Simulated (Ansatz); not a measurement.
Calculated with Ansatz (gas phase, PBE0-D4/def2-TZVP geometries, no zero-point term in ΔE). CBS: MP2 limit from def2 TZ/QZ plus the TZ coupled-cluster correction, frozen cores. This one scheme is used for every species. For Zn outer-core shells are correlated without core-valence functions, which leaves a few kJ/mol of doubt a bond. Scalar relativity is left out up to krypton. One conformer a species, not always the lowest.

Consider the cleavage of the Si–Al bond: `O[SiH2][AlH2]` + `[NH2][ZnH]` → `O[SiH2][NH][ZnH]` + `[AlH3]`.

```csv
level,ΔE (kJ/mol)
HF/def2-TZVPP,-112.9
MP2/def2-TZVPP,-108.3
HF/CBS(def2),-113.8
CCSD/CBS(def2),-100.2
```

(1) What does CCSD(T)/CBS give? (Best estimate.)

Largest T1 diagnostic among the species: 0.016.

Answers

(1) The calculation gave: -99.6 kJ/mol. The listed levels differ from it by -13.3, -8.7, -14.2, -0.6 kJ/mol.

From PBE to PBE0 (25 % exact exchange), in def2-TZVPP and without D4, ΔE moves by −11.0 kJ/mol. The D4 term adds −6.7 kJ/mol with B3LYP and −3.4 kJ/mol with PBE0; it sums over pairs of atoms, weighted by their polarisabilities, and B3LYP, whose exchange is more repulsive, gets the larger term.

B3LYP here is the variant with VWN-RPA as its local correlation; programs differ in this.
